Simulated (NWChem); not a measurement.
# BiI₃; SMILES [I][Bi]([I])[I]

```xyz
4

Bi     0.0000     0.0000     0.8445
I      0.2911    -2.4847    -0.4553
I      2.0063     1.4944    -0.4553
I     -2.2974     0.9903    -0.4553
```
Atoms are numbered in this order, from 1.

Coordinates come from a PBE0/def2-SVP optimisation. Not confirmed as a minimum by frequencies. def2 effective core potentials on I, Bi; no spin-orbit coupling.

List the 4 lowest vertical singlet excitations from PBE0/def2-SVPD with def2 effective core potentials on I, Bi, TDA (NWChem).


```csv
state,energy (eV),oscillator strength,leading excitation (squared amplitude)
S1,3.25,0.000,HOMO → LUMO (0.99)
S2,3.39,0.008,HOMO−1 → LUMO (0.98)
S3,3.48,0.016,HOMO−2 → LUMO (0.84)
S4,3.48,0.016,HOMO−3 → LUMO (0.84)
```
